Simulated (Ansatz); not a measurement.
Consider the atomization: `O=CS[SiH2]O` → C• + 4 H• + 2 O• + S• + Si•.

Isolated molecules relaxed with PBE0-D4/def2-TZVP in Ansatz; ΔE leaves out vibrations. CCSD(T)/CBS adds triple-zeta CCSD(T) − MP2 to the extrapolated MP2 energy (def2 sets, frozen cores). This one scheme is used for every species, atoms too. Functionals use def2-TZVPP. No spin–orbit coupling; open shells (•) take unrestricted orbitals. Spin–orbit coupling would lower the free atoms: a little for C, O, S, Si. One conformer a species, not always the lowest.

```tsv
level	ΔE (kcal/mol)	difference from CCSD(T)/CBS
PBE-D4	833.3	20.3
r2SCAN-D4	817.0	4.0
PBE0-D4	808.7	-4.3
ωB97M-V	815.4	2.4
B2PLYP	801.1	-11.9
PBE	828.0	15.0
r2SCAN	815.7	2.7
PBE0	804.2	-8.8
HF/def2-TZVPP	557.3	-255.7
MP2/def2-TZVPP	809.5	-3.5
SCS-MP2/def2-TZVPP	801.3	-11.7
CCSD/def2-TZVPP	769.4	-43.6
MP2/def2-QZVPP	825.3	12.3
SCS-MP2/def2-QZVPP	818.7	5.7
HF/CBS(def2)	559.1	-253.9
MP2/CBS(def2)	836.0	23.0
CCSD(T)/CBS	813.0	0
```

Largest T1 diagnostic among the species: 0.016.

The D4 term adds +8.7 kcal/mol with B3LYP and +4.5 kcal/mol with PBE0; it sums over pairs of atoms, weighted by their polarisabilities, and B3LYP, whose exchange is more repulsive, gets the larger term. From PBE to PBE0 (25 % exact exchange), in def2-TZVPP and without D4, ΔE moves by −23.8 kcal/mol: exact exchange takes away binding that semilocal exchange gives to molecules.

B3LYP here is the variant with VWN-RPA as its local correlation; programs differ in this.

For atomizations the MP2-based limit and the directly extrapolated one differ by several kJ/mol either way, and by 10 to 25 for some Ge, Se and Sn compounds, so smaller differences from it don't rank the levels.
